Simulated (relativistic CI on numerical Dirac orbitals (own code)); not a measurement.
## Level scheme of Pm2+

Computed by Dirac-Coulomb-Breit CI, KLI orbitals optimised for each configuration, model QED (radiative potential, 1s self-energy scaled to tabulated hydrogen-like ionisation energies), valence Slater integrals scaled by 0.85 (own radial code, finite nucleus).

CI space (outside the closed core [Xe]): 4f⁵.

The lowest level is 4f⁵ ⁶H°5/2, with 97 % of that term; Hund's rules for 4f⁵ give ⁶H° with J = 5/2, in agreement.

| No. | Configuration | Term | J | E (cm⁻¹) | % | Lifetime (s) | jj configuration (%) |
| --- | --- | --- | --- | --- | --- | --- | --- |
| 1 | 4f⁵ | ⁶H° | 5/2 | 0.0 | 97 |  | 4f5/2^3 4f7/2^2 (34) |
| 2 | 4f⁵ | ⁶H° | 7/2 | 789.4 | 98 | 2.39e+01 | 4f5/2^4 4f7/2 (39) |
| 3 | 4f⁵ | ⁶H° | 9/2 | 1724.3 | 98 | 1.14e+01 | 4f5/2^3 4f7/2^2 (59) |
| 4 | 4f⁵ | ⁶H° | 11/2 | 2767.2 | 98 | 8.70e+00 | 4f5/2^2 4f7/2^3 (50) |
| 5 | 4f⁵ | ⁶H° | 13/2 | 3887.0 | 98 | 9.04e+00 | 4f5/2^2 4f7/2^3 (47) |
| 6 | 4f⁵ | ⁶H° | 15/2 | 5056.6 | 96 | 1.41e+01 | 4f5/2^2 4f7/2^3 (39) |
| 7 | 4f⁵ | ⁶F° | 1/2 | 5775.7 | 97 |  | 4f5/2^3 4f7/2^2 (52) |
| 8 | 4f⁵ | ⁶F° | 3/2 | 5978.1 | 96 | 2.66e+02 | 4f5/2^4 4f7/2 (35) |
| 9 | 4f⁵ | ⁶F° | 5/2 | 6382.8 | 95 | 6.18e+01 | 4f5/2^3 4f7/2^2 (51) |
| 10 | 4f⁵ | ⁶F° | 7/2 | 7067.9 | 96 | 2.73e+01 | 4f5/2^3 4f7/2^2 (38) |
| 11 | 4f⁵ | ⁶F° | 9/2 | 8006.8 | 97 | 1.71e+01 | 4f5/2^2 4f7/2^3 (43) |
| 12 | 4f⁵ | ⁶F° | 11/2 | 9129.9 | 98 | 1.90e+01 | 4f5/2^2 4f7/2^3 (44) |
| 13 | 4f⁵ | ⁴G° | 5/2 | 15128.2 | 49 | 2.41e-01 | 4f5/2^5 (45) |
| 14 | 4f⁵ | ⁴F° | 3/2 | 15490.4 | 96 | 4.79e-01 | 4f5/2^3 4f7/2^2 (50) |
| 15 | 4f⁵ | ⁴M° | 15/2 | 16228.1 | 82 | 8.52e+00 | 4f5/2^4 4f7/2 (51) |
| 16 | 4f⁵ | ⁴G° | 7/2 | 16693.9 | 58 | 2.71e-01 | 4f5/2^4 4f7/2 (43) |
| 17 | 4f⁵ | ⁴I° | 9/2 | 16809.1 | 96 | 6.08e-01 | 4f5/2^3 4f7/2^2 (47) |
| 18 | 4f⁵ | ⁴I° | 11/2 | 17224.5 | 76 | 4.04e-01 | 4f5/2^3 4f7/2^2 (39) |
| 19 | 4f⁵ | ⁴M° | 17/2 | 17535.5 | 90 | 1.14e+01 | 4f5/2^3 4f7/2^2 (75) |
| 20 | 4f⁵ | ⁴I° | 13/2 | 17676.7 | 59 | 3.77e-01 | 4f5/2^3 4f7/2^2 (39) |
| 21 | 4f⁵ | ⁴F° | 5/2 | 18315.2 | 53 | 2.43e-01 | 4f5/2^2 4f7/2^3 (54) |
| 22 | 4f⁵ | ⁴I° | 15/2 | 18570.0 | 59 | 3.15e-01 | 4f5/2^3 4f7/2^2 (53) |
| 23 | 4f⁵ | ⁴M° | 19/2 | 18698.1 | 94 | 1.36e+01 | 4f5/2^2 4f7/2^3 (65) |
| 24 | 4f⁵ | ⁴G° | 9/2 | 18792.2 | 72 | 3.38e-01 | 4f5/2^3 4f7/2^2 (49) |
| 25 | 4f⁵ | ⁴M° | 21/2 | 19684.6 | 95 |  | 4f5/2^2 4f7/2^3 (50) |
| 26 | 4f⁵ | ⁴L° | 13/2 | 20183.9 | 63 |  | 4f5/2^3 4f7/2^2 (49) |
| 27 | 4f⁵ | ⁴F° | 7/2 | 20375.1 | 58 |  | 4f5/2 4f7/2^4 (45) |
| 28 | 4f⁵ | ⁴K° | 11/2 | 20405.4 | 76 |  | 4f5/2^2 4f7/2^3 (48) |
| 29 | 4f⁵ | ⁴L° | 15/2 | 20939.9 | 53 |  | 4f5/2^3 4f7/2^2 (62) |
| 30 | 4f⁵ | ⁴G° | 11/2 | 21198.1 | 88 |  | 4f5/2^2 4f7/2^3 (49) |
| 31 | 4f⁵ | ⁴D° | 5/2 | 21531.8 | 41 |  | 4f5/2^3 4f7/2^2 (41) |
| 32 | 4f⁵ | ⁴K° | 17/2 | 21752.6 | 48 |  | 4f5/2^2 4f7/2^3 (75) |
| 33 | 4f⁵ | ⁴K° | 13/2 | 21913.2 | 61 |  | 4f5/2^3 4f7/2^2 (50) |
| 34 | 4f⁵ | ⁴F° | 9/2 | 22262.7 | 71 |  | 4f5/2 4f7/2^4 (40) |
| 35 | 4f⁵ | ⁴D° | 1/2 | 22442.6 | 68 |  | 4f5/2^4 4f7/2 (60) |
| 36 | 4f⁵ | ⁴D° | 3/2 | 22701.3 | 49 |  | 4f5/2^3 4f7/2^2 (53) |
| 37 | 4f⁵ | ⁴K° | 15/2 | 23321.9 | 54 |  | 4f5/2^2 4f7/2^3 (85) |
| 38 | 4f⁵ | ⁴L° | 17/2 | 23530.1 | 37 |  | 4f5/2^2 4f7/2^3 (40) |
| 39 | 4f⁵ | ⁴D° | 7/2 | 23590.7 | 79 |  | 4f5/2^2 4f7/2^3 (56) |
| 40 | 4f⁵ | ⁴H° | 7/2 | 23906.1 | 93 |  | 4f5/2^3 4f7/2^2 (35) |
| 41 | 4f⁵ | ⁴L° | 19/2 | 23979.5 | 90 |  | 4f5/2^2 4f7/2^3 (58) |
| 42 | 4f⁵ | ⁶P° | 3/2 | 24180.1 | 48 |  | 4f5/2^2 4f7/2^3 (46) |
| 43 | 4f⁵ | ⁴H° | 9/2 | 24379.5 | 83 |  | 4f5/2^3 4f7/2^2 (32) |
| 44 | 4f⁵ | ⁴H° | 11/2 | 24683.0 | 79 |  | 4f5/2 4f7/2^4 (27) |
| 45 | 4f⁵ | ⁶P° | 5/2 | 24789.1 | 57 |  | 4f5/2^2 4f7/2^3 (39) |

Energies count from the lowest computed level; ° marks odd parity; lifetimes are radiative, by E1, M1, E2, M2 decay to levels of this space only; some are left blank where a channel outside the calculation adds to the decay or the decay crosses a small, uncertain gap. Filled j subshells are mostly left out of the jj labels.

The mean weight of the leading LS term, summed over parents, in these 45 levels is 76 %, and that of the leading jj configuration (from the same eigenvectors) 49 %, so LS coupling describes them better.

One configuration and one scale for all Slater integrals: terms of lower spin can come out thousands of cm⁻¹ low, and their order can be wrong.

Landé's interval rule says that E(J) − E(J−1) = AJ with one A. For the ground term the intervals give A = 225.5, 207.8, 189.6, 172.3, 156.0 cm⁻¹ for J = 7/2, 9/2, 11/2, 13/2, 15/2; the multiplet is regular.

LS names give the leading component of a level, which can be under half, so a name can repeat, a term be missing and a line seem to break the LS rules.
